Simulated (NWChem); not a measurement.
CH₈OSi₂; SMILES [SiH3][SiH2]CO

```xyz
12

O      0.1138     2.7555     0.0077
C      0.6845     1.4514    -0.0082
Si    -0.6588     0.0786    -0.0570
Si     0.2450    -2.0955     0.0173
H     -0.4132     2.8293     0.8248
H      1.3868     1.2705     0.8438
H      1.3013     1.3795    -0.9293
H     -1.5494     0.2840     1.1467
H     -1.5137     0.2481    -1.2854
H      1.1410    -2.3315    -1.1712
H     -0.8446    -3.1352     0.0074
H      1.0660    -2.2759     1.2684
```
Atoms are numbered in this order, from 1.

All runs: NWChem. All runs use the structure optimised with PBE-D3(BJ)/def2-SVP. Level: M05-2X/def2-SVP with SMD (1 M gas to 1 M solution), gas-phase geometry. Reactions with the solvent are ignored.

```tsv
solvent	dielectric constant	solvation free energy (kcal/mol)	cavity-dispersion-structure term (kcal/mol)	dipole in solution (D)
water	78.4	-2.7	4.1	1.72
ethylene glycol	40.2	-3.5	3.2	1.71
acetonitrile	35.7	-3.8	0.1	1.53
tetrahydrofuran	7.43	-3.4	-0.5	1.47
anisole	4.22	-2.8	-0.3	1.44
ethyl acetate	5.99	-3.5	-0.8	1.46
2-propanol	19.3	-5.6	0.2	1.64
```
